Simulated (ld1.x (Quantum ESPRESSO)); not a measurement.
## What the settings do to the TM potential of erbium

Base potential:

erbium, norm-conserving Troullier–Martins (Kleinman–Bylander form), made with ld1.x (Quantum ESPRESSO) 7.5 (PBE, fully relativistic). Core [Kr] 4d10 4f11, reference 5s2 5p6 5d1 6s0 6p0 (charge +2). Waves: 5p (bound): rc 1.45 bohr; 5d (bound): rc 2.70 bohr; 5s (bound): rc 2.05 bohr. Local part: the s channel. Core correction: a·sin(br)/r model core inside 1.20 bohr.

Open shells are filled in proportion to 2j + 1 (rel_dist='average').

All-electron outer shells of the reference configuration (PBE, scalar-relativistic, ld1.x):

```json
{"shell": "5s", "level (eV)": "-70.36", "outermost node (bohr)": "0.60", "outermost maximum (bohr)": "1.10"}
{"shell": "5p", "level (eV)": "-44.05", "outermost node (bohr)": "0.65", "outermost maximum (bohr)": "1.26"}
{"shell": "4f", "level (eV)": "-23.80", "outermost node (bohr)": "–", "outermost maximum (bohr)": "0.51"}
{"shell": "6s", "level (eV)": "-15.85", "outermost node (bohr)": "1.47", "outermost maximum (bohr)": "2.91"}
{"shell": "5d", "level (eV)": "-15.15", "outermost node (bohr)": "0.72", "outermost maximum (bohr)": "1.79"}
{"shell": "6p", "level (eV)": "-11.12", "outermost node (bohr)": "1.76", "outermost maximum (bohr)": "3.60"}
```

Cutoffs, loose and tight: the cutoffs (Ry, on a coarse ladder) from which the occupation-weighted sum of valence levels, in a spherical-Bessel basis at the reference potential, stays within 10 and 1 mRy of its value at 400 Ry. They do not see the model core or the augmentation charge, which bear on the density cutoff. Test errors are all-electron minus pseudo excitation energies from the reference, over the configurations 5s2 5p6 5d1 6s2 6p0; 5s2 5p6 5d1 6s1 6p0; 5s2 5p6 5d0 6s0 6p0; 5s2 5p6 5d1 6s0 6p2; 5s2 5p6 5d1 6s1 6p1; 5s2 5p6 5d1.5 6s1.5 6p0; 5s2 5p6 5d2 6s1 6p0. A dash means not determined; rows that change the core or the reference have their own tests. The largest error is taken over the tests solved by every variant that gives reliable tests at all: 5s2 5p6 5d0 6s0 6p0; 5s2 5p6 5d1 6s0 6p2; 5s2 5p6 5d1 6s1 6p0; 5s2 5p6 5d1 6s1 6p1.

A true bound ghost makes a file unfit for plane-wave use even where its test errors are small: the radial tests pick states by their node count and pass the ghost by. Where a test does run into it, the solver fails or the error is huge.

Cutoffs are not given where the Bessel-basis levels miss the radial ones by over 6 mRy, ghosts where they miss by over 20 mRy; a channel whose overlap is not positive is not tested.

| change | outcome | cutoff, loose | cutoff, tight | bound ghosts | largest test error (meV) |
| --- | --- | --- | --- | --- | --- |
| base | generated | 70 Ry | 100 Ry | none | +1524 |
| all radii but the core radius scaled by about 0.77 (s 1.58, p 1.12, d 2.08 bohr) | generated | – | – | not determined | +274 |
| all radii but the core radius scaled by about 0.89 (s 1.82, p 1.28, d 2.40 bohr) | generated | – | – | none | +833 |
| all radii but the core radius scaled by about 1.07 (s 2.20, p 1.56, d 2.90 bohr) | generated | 60 Ry | 90 Ry | none | +2199 |
| all radii but the core radius scaled by about 1.20 (s 2.46, p 1.74, d 3.24 bohr) | generated | 40 Ry | 70 Ry | none | +3402 |
| all radii but the core radius scaled by about 1.25 (s 2.56, p 1.82, d 3.38 bohr) | generated | 35 Ry | 70 Ry | none | +3619 |

(1) What comes out with this change to the base: all radii but the core radius scaled by about 1.39 (s 2.84, p 2.02, d 3.74 bohr)?

Answers

(1) outcome: generated; cutoff, loose: 30 Ry; cutoff, tight: 40 Ry; bound ghosts: s (extra level of the local part); largest test error (meV): +4402.

Reading the sweep of the scale of all radii but the core radius (base = 1) (base included, trends over the rows without a ghost): The loose cutoff falls from 70 Ry at 1 to 35 Ry at 1.25. A larger radius leaves more room for a smooth pseudo-wave, so fewer plane waves are needed; a smaller one forces it to follow the all-electron wave where it bends sharply. The median size of the test errors (rows with all tests solved) rises from 759.5 meV at 0.89 to 3380.0 meV at 1.25. More of the atom is replaced by a form fitted at one configuration, so other configurations suffer as the radius grows. Bound ghosts are found at 1.39.
